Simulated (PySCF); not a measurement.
C2H6FNZn, SMILES [N](C)([Zn][F])C.

Coordinates come from a PBE-D3(BJ)/def2-SVP optimisation. The structure was generated by enumeration; whether it is a known compound was not checked. Other conformers were not sampled.

The numbers are results of PySCF 2.14.0 with PBE-D3(BJ)/def2-SVP, not measurements.

Frequencies are harmonic and unscaled.

Computed normal modes with their intensities:
| mode | ν (cm⁻¹) | IR (km/mol) | moving atoms (share of kinetic energy) |
|---|---|---|---|
| 1 | 90 | 6.7 | F 48 %, C 21 %, Zn 17 %, H 12 % |
| 2 | 102 | 2.4 | F 36 %, H 24 %, Zn 20 %, C 10 %, N 8 % |
| 3 | 154 | 18.4 | H 32 %, N 31 %, Zn 22 %, F 13 % |
| 4 | 244 | 10.7 | C 32 %, Zn 25 %, H 19 %, N 18 % |
| 5 | 246 | 0.1 | H 93 % |
| 6 | 263 | 9.2 | H 68 %, N 24 % |
| 7 | 307 | 0.9 | C 45 %, H 31 %, Zn 13 % |
| 8 | 528 | 1.1 | C 29 %, N 28 %, H 23 %, F 18 % |
| 9 | 701 | 62.3 | F 59 %, Zn 31 % |
| 10 | 982 | 72.3 | C 42 %, H 35 %, N 22 % |
| 11 | 1050 | 1.0 | H 74 %, C 25 % |
| 12 | 1074 | 1.4 | H 80 %, C 20 % |
| 13 | 1112 | 1.2 | H 70 %, C 20 %, N 10 % |
| 14 | 1215 | 70.2 | N 58 %, C 33 %, H 9 % |
| 15 | 1235 | 16.5 | H 39 %, N 37 %, C 24 % |
| 16 | 1378 | 1.8 | H 88 %, C 11 % |
| 17 | 1390 | 7.0 | H 94 % |
| 18 | 1391 | 6.8 | H 96 % |
| 19 | 1410 | 21.2 | H 85 %, C 14 % |
| 20 | 1432 | 23.9 | H 96 % |
| 21 | 1451 | 0.8 | H 95 % |
| 22 | 2846 | 82.0 | H 96 % |
| 23 | 2852 | 185.1 | H 95 % |
| 24 | 2907 | 126.2 | H 92 % |
| 25 | 2916 | 6.2 | H 91 %, C 9 % |
| 26 | 3023 | 25.3 | H 91 %, C 9 % |
| 27 | 3023 | 21.1 | H 91 %, C 9 % |
